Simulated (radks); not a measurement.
Values are calculated unless marked as measured or tabulated.
Ionisation of Ar+, [Ne] 3s2 3p5, to Ar2+, [Ne] 3s2 3p4, under several functionals. Scalar-relativistic Kohn-Sham, spin-unpolarised, spherical densities, finite nucleus; a radial shooting solver on a logarithmic mesh with Libxc functionals.

functional,E(Ar+) (hartree),Exc (hartree),IE (eV),-e(HOMO) (eV),<r> HOMO (bohr),IE error (eV)
BP86,-528.89093,-30.66645,28.740,22.201,1.551,+1.110
PBEsol,-527.89483,-29.64281,28.604,22.069,1.553,+0.974
HCTH/407,-528.91540,-30.72822,29.053,22.484,1.545,+1.423
PW91,-528.83034,-30.60542,28.729,22.184,1.552,+1.099
revPBE,-528.75289,-30.52686,28.634,22.090,1.552,+1.004

NIST Atomic Spectra Database: 27.630 eV (measured). Closest: PBEsol. The Delta-SCF values span 0.45 eV, the total energies 1.02 hartree. The highest occupied level is 3p. Spin polarisation and multiplet splitting are left out, so open shells lie too high by an amount that depends on their filling.

Beside tabulated values, note that spin-unpolarised runs miss the spin-polarisation part of the exchange energy of open shells.
